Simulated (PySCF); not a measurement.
An unknown is described by computed data only.

Elements present: C, H, O and S. Monoisotopic mass: 123.0121 u (electron mass counted); charge -1.

| Property | Result |
| --- | --- |
| XPS | S2p3/2 168.1, C1s 286.5, C1s 286.7 (×2), O1s 531.6 (×3), S1s 2477.2 eV [ΔSCF SCAN, pcX-2 on the ionised atom, pcseg-1 elsewhere, spin-free X2C, 2p3/2 from a spin–orbit splitting computed afterwards within the 2p shell] |
| 13C NMR | chemical shifts (computed TMS as zero) by class: 54.5 (1 C), 19.8 (2 C) ppm [GIAO PBE0/pcSseg-1] |
| NMR, other nuclei | isotropic shieldings of nuclei other than C and H, by class: 123 (3 O), 165 (1 S) ppm [GIAO PBE0/pcSseg-1] |
| 1H NMR | chemical shifts (computed TMS as zero) by class: 1.80 (1 H), 0.99 (6 H) ppm [GIAO PBE0/pcSseg-1] |
| Rotational structure | rotational constants A, B, C: 3.178, 2.130, 1.762 GHz [PBE0-D3(BJ)/def2-SVP] |

Gas-phase values; electronic properties from PySCF, density fitting. Levels stand in brackets. Geometry: PBE0-D3(BJ)/def2-SVP; no solvent, vibrations or thermal averaging. The geometry's basis has no diffuse functions, a weakness for an anion. No diffuse functions stand in pcSseg-1, which bears on an anion's orbital energies. Each NMR value is the plain mean over a class of atoms that symmetry, rotation or inversion makes alike.

Q: Which formula fits the mass and the elements?

A: C3H7O3S (calculated 123.0121). No other formula that holds each of these elements comes within 0.0003 u with a fitting electron parity and a possible valence count.

Q: Give a SMILES that accounts for the data.

A: Numbering: `[CH3:1][CH:2]([CH3:3])[S:4](=[O:5])(=[O:6])[O-:7]`. 3 carbons fall into 2 classes; from least to most shielded: sp3 carbon bound to sulfur [C2] (54.5 ppm), methyl carbon [C1/C3] (19.8 ppm, 2 C). Hydrogen classes from least to most shielded: 1 H on an sp3 carbon bound to sulfur, C2 (1.80 ppm), 6 H on 2 methyl carbons, C1/C3 (0.99 ppm, a mean of values up to 1.6 ppm apart in this geometry). The other shieldings belong to: 123 ppm, oxygen bonded to S [O5/O6/O7]; 165 ppm, sulfonyl sulfur [S4]. The core levels belong to: S2p3/2 168.1 eV, sulfonyl sulfur [S4]; C1s 286.5 eV, sp3 carbon bound to sulfur [C2]; C1s 286.7 eV, methyl carbon [C1/C3]; O1s 531.6 eV, oxygen bonded to S [O5/O6/O7]; S1s 2477.2 eV, sulfonyl sulfur [S4]. One atom of each topological class was ionised and stands for its class. The optimised geometry has point group Cs and is an asymmetric top. Structure: `CC(C)S(=O)(=O)[O-]`. The assignments are read from this structure; whether some other isomer fits the data as well wasn't checked.

Shape of the structure used: `[CH3:1][CH:2]([CH3:3])[S:4](=[O:5])(=[O:6])[O-:7]`: C1–C2–S4–O5 62°.
